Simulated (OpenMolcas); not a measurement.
**Ti2+ in NaCl: curves along the breathing mode**

Ti2+ with its 6 nearest chloride ions, on the Na site of NaCl (a = 5.64056 Å, distance in the model lattice 2.820 Å). The rest of the host is ab initio model potentials to 7.6 Å, with orthogonalisation functions on the cations behind the ligands, and point charges beyond; the distance is set by hand and nothing relaxes, and no local charge compensation is placed. Ligand basis ANO-RCC-VDZP.

```json
{
  "Program": "OpenMolcas",
  "Method": "CASSCF",
  "Basis": "ANO-RCC-VDZP [5s4p2d1f]",
  "Scalar Hamiltonian": "DKH2, point nucleus",
  "Active space": "2 electrons in 5 orbitals (3d)",
  "State averaging": "2S+1 = 3 even, 10 roots; 2S+1 = 1 even, 15 roots",
  "Spin-orbit coupling": "state interaction with AMFI integrals over the reference wave functions"
}
```

Spin-free energies (labels of O, the rotations of Oh) in cm-1 above the lowest fitted minimum, as all ligands move together:

```json
{"R (Å)": "2.513", "3T1": "670", "3T2": "9040", "1T2": "11830", "1E": "12170", "3A2": "18680", "3T1(2)": "20120", "1T2(2)": "22200"}
{"R (Å)": "2.572", "3T1": "-20", "3T2": "7330", "1T2": "11230", "1E": "11610", "3A2": "15870", "3T1(2)": "18600", "1T2(2)": "20740"}
{"R (Å)": "2.631", "3T1": "640", "3T2": "7120", "1T2": "11970", "1E": "12400", "3A2": "14700", "3T1(2)": "18560", "1T2(2)": "20750"}
{"R (Å)": "2.69", "3T1": "2470", "3T2": "8190", "1T2": "13840", "1E": "14310", "3A2": "14930", "3T1(2)": "19780", "1T2(2)": "22030"}
{"R (Å)": "2.749", "3T1": "5290", "3T2": "10360", "1T2": "16690", "1E": "17210", "3A2": "16370", "3T1(2)": "22090", "1T2(2)": "24390"}
{"R (Å)": "2.808", "3T1": "9000", "3T2": "13510", "1T2": "20420", "1E": "20980", "3A2": "18870", "3T1(2)": "25350", "1T2(2)": "27720"}
{"R (Å)": "2.868", "3T1": "13610", "3T2": "17620", "1T2": "25030", "1E": "25630", "3A2": "22410", "3T1(2)": "29570", "1T2(2)": "32000"}
```

Cubic fits give the following; the wavenumber is harmonic, with the mass of all moving ligands, small differences in it between states hang on the degree of the fit, a number in brackets counts states of one label, and the table is a selection of at most 14 states with clean curves.

```tsv
State	R0 (Å)	Breathing mode (cm-1)	Minimum (cm-1)
3T1	2.572	244	0
3T2	2.612	247	7050
1T2	2.568	242	11250
1E	2.566	243	11630
3A2	2.651	248	14620
3T1(2)	2.604	247	18420
1T2(2)	2.602	247	20590
1A1	2.584	239	21580
1T1	2.606	246	22840
1E(2)	2.645	248	28170
1A1(2)	2.619	251	47140
```

The minimum of 3T2 is shifted by +0.0400 Å against 3T1 (from the unrounded fits). With M = 212.7 u for the moving shell, the Huang-Rhys factor in this mode is S = M ω ΔR² / 2ħ = 0.01483 × 212.7 × 244 × 0.0400² = 1.23. Only the first shell moves, against a rigid host.

An orbital triplet at a regular site is open to Jahn-Teller coupling, which can distort the site and quench the lowest spin-orbit gaps and is left out. Without dynamic correlation the repulsion within the d shell is too large (B by tens of per cent), so at a given field states of lower spin stand too high. Ligand-to-metal charge-transfer states are missing. With no ligand orbital active B as a rule stays too high, so bands that hang on it stand too high and its fall with covalency is understated. With metal d orbitals alone and no dynamic correlation the field as a rule comes out too small, by tens of per cent, by up to half for chloride and softer ligands. No measured value stands beside these numbers.
